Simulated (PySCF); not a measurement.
Species: C2H12O2Si4.
Structure used (GFN2-xTB), in Å, numbered top down from 1:
```xyz
20
C2H12O2Si4 angstrom
Si     2.6159    0.9871    0.3772
O      1.7553   -0.3175    0.7792
Si     0.4722   -1.3165    0.6949
C      0.1123   -1.6387   -1.1436
Si    -0.6557   -0.1061   -1.9794
Si    -2.1950    0.7650   -0.4780
C     -1.4169    0.5759    1.2686
O     -0.8121   -0.6910    1.4515
H      1.7287    2.1544    0.3149
H      3.6065    1.1089    1.4420
H      3.2176    0.7426   -0.9347
H      0.7811   -2.4539    1.5395
H      1.0181   -1.9492   -1.6609
H     -0.5849   -2.4729   -1.2182
H     -1.2381   -0.5223   -3.2699
H      0.4165    0.8476   -2.3182
H     -3.4920    0.0706   -0.4251
H     -2.5104    2.1984   -0.5861
H     -2.1631    0.6763    2.0614
H     -0.6612    1.3521    1.4369
```

NICS = −σ at a ghost point: NICS(0) at the centroid of the ring atoms, NICS(1) 1 Å to either side along the normal of their mean plane, zz for the tensor component along that normal. Level: GIAO PBE0/pcSseg-1 (PySCF, non-relativistic, gas phase) on the GFN2-xTB geometry, one conformer.

Ring bond lengths (Å), with Mayer bond orders in brackets: Si3–C4 1.901 (0.88), C4–Si5 1.907 (0.91), Si5–Si6 2.320 (0.91), Si6–C7 1.921 (0.90), C7–O8 1.416 (0.85), O8–Si3 1.617 (1.01).

Question: What do the NICS probes read (ppm)?

Answer: 
```tsv
ring	type	NICS(0)	NICS(1), two faces	NICS(1)zz, two faces	rms pucker (Å)	centre to ring atoms, mean (Å)
Si3–C4–Si5–Si6–C7–O8	6-membered ring with O and 3 Si; formal bonds all single	-0.9	-1.2 / -0.6	4.2 / 3.4	0.24	1.79
```

Question: What do they say, and how far can they be read as aromaticity?

Answer: 
- Si3–C4–Si5–Si6–C7–O8: mean NICS(1)zz 3.8 ppm, deshielded. Si3, C4, Si5, Si6, C7 have four or more neighbours, and the NICS criterion for π rings isn't applied.

Question: What are the shieldings of the ring atoms and their hydrogens in the same run (means over atoms taken as equivalent)?

Answer: 
| atoms | environment | σ isotropic (ppm) |
| --- | --- | --- |
| Si3 | oxygen-bound silicon | 384.0 |
| C4 | sp3 carbon bound to silicon | 194.6 |
| Si5 | SiH2 silicon | 435.3 |
| Si6 | SiH2 silicon | 440.7 |
| C7 | sp3 carbon bound to oxygen | 133.1 |
| O8 | silyl ether oxygen | 291.9 |
| H12 | Si–H hydrogen | 27.01 |
| H13 | methylene hydrogen | 31.63 |
| H14 | methylene hydrogen | 32.02 |
| H15 | Si–H hydrogen | 27.32 |
| H16 | Si–H hydrogen | 27.23 |
| H17 | Si–H hydrogen | 27.65 |
| H18 | Si–H hydrogen | 28.09 |
| H19 | methylene hydrogen | 27.15 |

The list is cut; further classes of hydrogen are left out.
